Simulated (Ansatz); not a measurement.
The cluster PbSe2⁺: single points at one geometry.

```yaml
crystal:
  periodic: [false, false, false]
  atoms:
    - {symbol: Pb, position_ang: [0.000204, 0.000012, 0.000006]}
    - {symbol: Se, position_ang: [-0.377105, 2.367676, -0.144581]}
    - {symbol: Se, position_ang: [0.376901, -2.367688, 0.144574]}
basis:
  gaussian: {orbitals: def2-TZVP, initial_orbitals: start.molden}
total_charge: 1
magnetization: {spin_polarized: true, initial_magnetization: 1}
hamiltonian: {xc: {name: CAM-B3LYP}, dispersion: d4}
scf: {omitted_lower_state_checks: [starts]}
output: {orbitals: {seedname: orbitals}}
```

The file start.molden holds the orbitals of an earlier run on this structure, at another level or in another basis.

```sh
$ ansatz run in.yaml --threads 4 --pin off --events-out ev --progress --plain --max-ram 3916MiB
```

Shortened log:

```
Functional definition: CAM-B3LYP
1143 factors; integrals over basis functions are off by at most 6.4e-4 eV
274 factors; integrals over basis functions are off by at most 3.3e-5 eV
mean field evaluation 1: about -135945.5107 eV, gradient 4.4e0 eV
mean field evaluation 2: about -135945.5753 eV, gradient 9.5e-2 eV
mean field evaluation 4: about -135945.5876 eV, gradient 1.4e-3 eV
mean field evaluation 8: about -135945.5876 eV, gradient 1.9e-5 eV
mean field -135945.58764027 eV, -4995.9081985509 hartree, gradient 3.4e-6 eV, S^2 0.847121; 0 other end points of the search recorded, 0 dependent functions left out
reference -135945.58774709 eV, -4995.9082024765 hartree; 45, 44 occupied and 101, 102 virtual orbitals, 1143 factors
Total energy: -135945.68459008 eV, -4995.9117613907 hartree
Checks for a lower state left out: starts
```

Hardware: 4 threads of Arm Neoverse V2 on a shared host. Wall time 21 s, peak host memory 0.82 GiB.

As the first input, with `gaussian: {orbitals: def2-SVP, initial_orbitals: start.molden}`, `correlation: {method: ccsd_t}`, `scf: {omitted_lower_state_checks: [starts, cluster_reference]}` and without the key `hamiltonian` (abridged; 29 s):

```
Functional definition: HF
mean field evaluation 16: about -135802.8938 eV, gradient 2.7e-3 eV
mean field evaluation 32: about -135802.8938 eV, gradient 7.2e-6 eV
mean field evaluation 64: about -135802.8938 eV, gradient 6.5e-8 eV
mean field evaluation 96: about -135802.8938 eV, gradient 6.3e-8 eV
mean field -135802.89376477 eV, -4990.6642953478 hartree, gradient 6.3e-8 eV, S^2 1.172277
22 core orbitals not correlated: weight in the atoms' cores, before any rotation towards them, 1.000 or more for the frozen orbitals, at most 0.000 for the correlated occupied ones
second order -14.00133767 eV of doubles, -0.00000000 eV of singles
cycle   1  -13.81390232 eV  change    1.9e-1 eV  update   1.5e-1
cycle   2  -14.36236850 eV  change   -5.5e-1 eV  update   6.5e-2
cycle   3  -14.58672252 eV  change   -2.2e-1 eV  update   5.3e-2
cycle   4  -14.58906521 eV  change   -2.3e-3 eV  update   2.5e-2
cycle   5  -14.60182295 eV  change   -1.3e-2 eV  update   9.7e-3
cycle   6  -14.60854225 eV  change   -6.7e-3 eV  update   4.1e-3
cycle   7  -14.60799848 eV  change    5.4e-4 eV  update   1.9e-3
cycle   8  -14.61088772 eV  change   -2.9e-3 eV  update   8.4e-4
cycle   9  -14.61083745 eV  change    5.0e-5 eV  update   2.9e-4
cycle  10  -14.61075919 eV  change    7.8e-5 eV  update   8.5e-5
cycle  11  -14.61086899 eV  change   -1.1e-4 eV  update   3.0e-5
cycle  12  -14.61084428 eV  change    2.5e-5 eV  update   1.3e-5
perturbative correction -0.62652908 eV, -0.0230245189 hartree
Total energy: -135818.13113813 eV, -4991.2242584905 hartree
Checks for a lower state left out: starts, cluster_reference
```

The first input with `hamiltonian: {xc: hf}` (abridged; 7.5 s):

```
Functional definition: HF
mean field -135819.46570935 eV, -4991.2733030783 hartree, gradient 8.8e-6 eV, S^2 1.177966
Total energy: -135819.46570935 eV, -4991.2733030783 hartree
Checks for a lower state left out: starts
```

As the first input, with `hamiltonian: {xc: pbe, dispersion: d4}`, `output: {forces: true, orbitals: {seedname: orbitals}}` (abridged; 13 s):

```
Functional definition: PBE
mean field evaluation 16: about -135921.8638 eV, gradient 2.4e-7 eV
mean field -135921.86376563 eV, -4995.0363622385 hartree, gradient 2.0e-10 eV, S^2 0.763471
Total energy: -135921.96605757 eV, -4995.0401213981 hartree
Atom 0 force    -0.000288     0.000672    -0.000047 eV/Å
Atom 1 force    -0.055455     0.348840    -0.021298 eV/Å
Atom 2 force     0.055743    -0.349512     0.021345 eV/Å
Dipole moment:     0.000035     0.000043    -0.000001 e Å
Checks for a lower state left out: starts
```

First input, but with `hamiltonian: {xc: pbe0, dispersion: d4}` (abridged; 17 s):

```
Functional definition: PBE0
mean field -135924.69916012 eV, -4995.1405610644 hartree, gradient 2.8e-6 eV, S^2 0.805779
Total energy: -135924.78792730 eV, -4995.1438231978 hartree
Checks for a lower state left out: starts
```

First input, but with `hamiltonian: {xc: r2scan, dispersion: d4}` (abridged; 24 s):

```
Functional definition: r2SCAN
mean field -135942.10398206 eV, -4995.7801764730 hartree, gradient 8.5e-6 eV, S^2 0.783955
Total energy: -135942.12378587 eV, -4995.7809042498 hartree
Checks for a lower state left out: starts
```

Geometry: r2SCAN-D4/def2-TZVP.

In the def2 sets Pb takes a core potential; there is no spin–orbit coupling. Correlated methods freeze 22 core orbitals; core or outer-core shells of Pb, Se are correlated, in sets that lack core-valence functions. At CAM-B3LYP-D4/def2-TZVP, CCSD(T)/def2-SVP, HF/def2-TZVP the charge 1 doublet is spin-contaminated (final ⟨S²⟩ up to 1.18, 0.75 for a pure state). At PBE-D4/def2-TZVP the gap within one spin of the charge 1 doublet nearly closes, so an electron or hole may be smeared out by delocalisation error. Another isomer (doublet) lies 2.60 eV lower at PBE0-D4/def2-TZVP; other spin states weren't run for this one.
